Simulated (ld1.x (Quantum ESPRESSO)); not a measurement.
## Configuration tests for cerium (TM semilocal)

cerium (Ce), norm-conserving Troullier–Martins (semilocal form), made with ld1.x (Quantum ESPRESSO) 7.5 (revPBE, scalar-relativistic). Core [Xe], reference 4f1 5d1.5 6s1.5 6p0. Waves: 6s (bound): rc 3.55 bohr; 6p (bound, empty): rc 4.20 bohr; 5d (bound): rc 2.15 bohr; 4f (bound): rc 0.80 bohr. Local part: the f channel. Core correction: Bessel-smoothed model core inside 0.65 bohr.

Energies are relative to the spin-unpolarised reference configuration 4f1 5d1.5 6s1.5 6p0; without spin polarisation the order of configurations can differ from experiment.

**Question.** Give the all-electron excitation energy and the error of the potential for: 4f1 5d1 6s2 6p0; 4f1 5d1 6s1 6p0; 4f1 5d1 6s0 6p0; 4f2 5d1 6s0 6p0; 4f1 5d1 6s0 6p2; 4f1 5d0 6s0 6p0; 4f1 5d2 6s1 6p0.

**Answer.**

| valence configuration | charge | ΔE all-electron (eV) | error AE − PS (meV) |
| --- | --- | --- | --- |
| 4f1 5d1 6s2 6p0 | 0 | -0.390 | -15 |
| 4f1 5d1 6s1 6p0 | +1 | 5.609 | -15 |
| 4f1 5d1 6s0 6p0 | +2 | 16.559 | -71 |
| 4f2 5d1 6s0 6p0 | +1 | 5.602 | -1099 |
| 4f1 5d1 6s0 6p2 | 0 | 4.526 | -63 |
| 4f1 5d0 6s0 6p0 | +3 | 35.678 | -475 |
| 4f1 5d2 6s1 6p0 | 0 | 0.487 | -13 |

Levels in the configuration 4f1 5d0 6s0 6p0:

| level | all-electron (eV) | pseudo (eV) |
| --- | --- | --- |
| 4f | -28.579 | -29.862 |

These tests converged, but a pseudo level misses the all-electron one widely, so the file describes the atom poorly there or has found another state: 4f2 5d1 6s0 6p0: 4f by 1.3 eV.
